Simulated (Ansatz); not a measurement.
A nudged elastic band was laid between two geometries of CH$_{4}$FNSi (8 atoms, charge 0, multiplicity 1).

These are results of RKS revPBE-D4/6-31G* in Ansatz, not measurements.

```
movable images  : 7
climbing image  : yes
spring          : 5.0 eV/Å²
optimiser       : quadratic models (default)
start path      : through a guess of the saddle point
force threshold : 0.05 eV/Å
iteration limit : 60
end points      : relaxed
```

First end point:

```xyz
8
Properties=species:S:1:pos:R:3
N -0.558 1.651 -0.651
C 0.130 0.971 0.208
Si 0.237 -0.929 0.231
F -0.707 -1.404 -1.017
H -1.031 0.998 -1.308
H 0.681 1.563 0.964
H 1.642 -1.408 0.006
H -0.302 -1.499 1.511
```

Last end point:

```xyz
8
Properties=species:S:1:pos:R:3
N 0.144 1.773 -0.632
C -0.345 0.902 0.190
Si 0.080 -0.954 0.199
F -1.270 -1.864 0.061
H 0.769 1.299 -1.316
H -1.033 1.307 0.958
H 0.971 -1.182 -0.989
H 0.775 -1.339 1.474
```

Q: Which bonds break or form, and what moves?

A: No bond is made or broken. The dihedral N1–C2–Si3–H8 goes from -119 to 116°.

Q: Give the energies along the band, and the barrier.

A: The forces met the threshold. The highest image is number 4 of 0 to 8, 0.095 eV above the first end and 0.055 eV above the last; the last end lies 0.040 eV above the first. A vibrational analysis at the climbing image gives one clearly imaginary mode, 108i cm⁻¹: a first-order saddle point.

| image | path coordinate (Å) | energy (eV) | dihedral N1–C2–Si3–H8 (°) |
| --- | --- | --- | --- |
| 0 | 0.00 | 0.000 | -119 |
| 1 | 0.45 | 0.015 | -135 |
| 2 | 0.90 | 0.050 | -150 |
| 3 | 1.35 | 0.082 | -166 |
| 4 | 1.80 | 0.095 | 179 |
| 5 | 2.24 | 0.086 | 164 |
| 6 | 2.69 | 0.065 | 149 |
| 7 | 3.13 | 0.047 | 132 |
| 8 | 3.58 | 0.040 | 116 |

Q: What is the geometry of the highest image?

A: 
```xyz
8
Properties=species:S:1:pos:R:3:forces:R:3
N -0.221 1.711 -0.765 -0.01 0.02 -0.01
C -0.074 0.948 0.269 0.00 -0.02 0.00
Si 0.158 -0.948 0.246 0.02 0.01 0.01
F -1.154 -1.627 -0.451 -0.01 -0.01 -0.01
H -0.193 1.150 -1.640 0.00 0.00 0.00
H -0.094 1.470 1.246 0.00 0.00 0.00
H 1.354 -1.278 -0.601 0.00 0.00 0.00
H 0.316 -1.484 1.639 0.00 0.00 0.00
```

Q: What are the harmonic wavenumbers there?

A: 108i, 174, 318, 554, 607, 713, 734, 839, 905, 952, 1141, 1215, 1402, 1596, 2184, 2200, 2980, 3247 cm⁻¹.

Run time: 100 s on 1 CPU thread of a shared host.
